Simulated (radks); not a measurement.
Effect of the nuclear size on the praseodymium ion Pr39+, [Ar] 3d2. All-electron calculation, Dirac Kohn-Sham, exchange-only LDA, spin-unpolarised, spherical densities, finite nucleus; open shells fill j = l - 1/2 first; Fermi nuclear charge, rms radius 4.8919 fm. Program: a radial shooting solver on a logarithmic mesh with Libxc functionals. The rms radius is varied about that value; shifts are against it.

| rms radius (fm) | total energy shift (eV) | density at nucleus (e/bohr^3) | 1s1/2 shift (meV) | 2s1/2 shift (meV) | 3s1/2 shift (meV) | 3p1/2 shift (meV) | 3d3/2 shift (meV) | 4s1/2 (empty) shift (meV) | 4p1/2 (empty) shift (meV) |
|---|---|---|---|---|---|---|---|---|---|
| 3.9673 | -4.00 | 4.342e+05 | -1660 | -208 | -50.3 | 0.979 | 2.46 | -18.3 | 0.256 |
| 4.6228 | -1.23 | 4.201e+05 | -512 | -64.1 | -15.5 | 0.301 | 0.758 | -5.65 | 0.079 |
| 4.8919 | 0 | 4.15e+05 | 0.000 | 0.000 | 0.000 | 0.000 | 0.000 | 0.000 | 0.000 |
| 5.2588 | 1.77 | 4.086e+05 | 734 | 92.0 | 22.2 | -0.431 | -1.09 | 8.11 | -0.113 |
| 5.4496 | 2.73 | 4.055e+05 | 1130 | 142 | 34.3 | -0.665 | -1.68 | 12.5 | -0.174 |

Slopes of the eigenvalues against <r^2> in GHz/fm^2, as finite differences over the two radii next to the reference (eigenvalue slopes, not the field-shift constants of lines): 1s1/2 47900, 2s1/2 6010, 3s1/2 1450, 3p1/2 -28.2, 3d3/2 -71.0, 4s1/2 (empty) 529, 4p1/2 (empty) -7.37.
